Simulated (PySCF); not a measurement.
Where the electron goes

C3H8S3Si.
SMILES with atom numbers: `[CH3:1][S:2][C@H:3]1[CH2:4][S:5][SiH2:6][S:7]1` (hydrogens: H8, H9, H10 on C1; H11 on C3; H12, H13 on C4; H14, H15 on Si6)

Computed, not measured: TDDFT B3LYP/def2-SVPD, vertical, gas phase, core orbitals frozen in the response (PySCF). One conformer (not necessarily the lowest) at the PBE0-D3(BJ)/def2-SVP geometry, without solvent, vibrations or thermal averaging.

Kohn–Sham orbitals with the atoms that hold most of them (Löwdin shares over 4%, at most four atoms; ? is withheld):

| orbital | ε (eV) | atoms |
| --- | --- | --- |
| HOMO-3 | -8.52 | S5 40%, S7 32%, Si6 10%, C3 5% |
| HOMO-2 | -7.10 | S5 59%, S2 10%, C4 9%, Si6 8% |
| HOMO-1 | -7.03 | ? |
| HOMO | -6.58 | ? |
| LUMO | -0.83 | S7 29%, Si6 21%, S5 17%, C3 12% |
| LUMO+1 | -0.72 | S5 25%, Si6 23%, S7 12%, S2 10% |
| LUMO+2 | 0.10 | S2 37%, C1 9%, S7 8%, S5 7% |

(1) Give the leading atoms of the HOMO-1.

(2) Which atoms hold the HOMO, and with what shares?

(3) How does S1 compare with the orbital gap of 5.76 eV?

(4) Give energy, strength and leading configuration of S1, S2, S3 and S5, and follow the Löwdin shares of the leading atoms from the occupied to the empty orbital.

Answers

(1) S7 (bonded to C and Si) 68%; C3 (bonded to C, 2 S and H) 9%; Si6 (bonded to 2 S and 2 H) 9%.

(2) S2 (bonded to 2 C) 59%; S5 (bonded to C and Si) 11%; C1 (bonded to S and 3 H) 9%; C3 (bonded to C, 2 S and H) 6%. By element: sulfur 70% or more, carbon 15% or more.

(3) S1 is at 4.88 eV (f = 0.011), 0.88 eV below the gap, made of HOMO→LUMO (88%). Without the coupling terms of the response equations the lowest excitation would equal the gap.

(4) 
- S1 (4.88 eV, f 0.011), HOMO→LUMO (88%): S2 59% → at most 12%, S5 11% → 17%, S7 at most 6% → 29%, Si6 at most 6% → 21%
- S2 (4.98 eV, f 0.0056), HOMO→LUMO+1 (84%): S2 59% → 10%, S5 11% → 25%, Si6 at most 6% → 23%
- S3 (5.07 eV, f 0.0002), HOMO-1→LUMO (90%): S7 68% → 29%, C3 9% → 12%, Si6 9% → 21%
- S5 (5.36 eV, f 0.0099), HOMO-1→LUMO+1 (94%): S7 68% → 12%, C3 9% → at most 10%, S5 at most 4% → 25%, Si6 9% → 23%
